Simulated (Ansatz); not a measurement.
Mulliken charges of `O[Si](O)(O)[TeH]` from ωB97M-V/def2-TZVPP in Ansatz (PBE0-D4/def2-TZVP geometry).

```
atom   x (Å)   y (Å)   z (Å)  charge (e)
  O1   0.644   1.010  -1.458      -0.347
 Si2   0.368   0.028  -0.196       0.640
  O3   1.865  -0.414   0.269      -0.335
  O4  -0.611  -1.173  -0.718      -0.343
 Te5  -0.714   1.097   1.799      -0.157
  H6  -0.110   1.242  -2.001       0.183
  H7   1.947  -0.878   1.102       0.179
  H8  -1.072  -1.682  -0.049       0.183
  H9  -2.227   0.724   1.235      -0.004
```

**Question.** By hand: the dipole of these point charges (1 e Å = 4.8032 D).

**Answer.** Σ q r = (-0.150, -0.204, 0.071) e Å, of length 0.263 e Å = 1.26 D.

**Question.** How does the dipole of the full density compare? (Estimate.)

**Answer.** Computed: (-0.344, -0.256, 0.210) e Å, 2.29 D; the point charges give 0.55 times that, at 19° from its direction.

Point charges leave out the atoms' own dipoles, such as those of lone pairs, and Mulliken's split depends on the basis, so the two needn't agree.
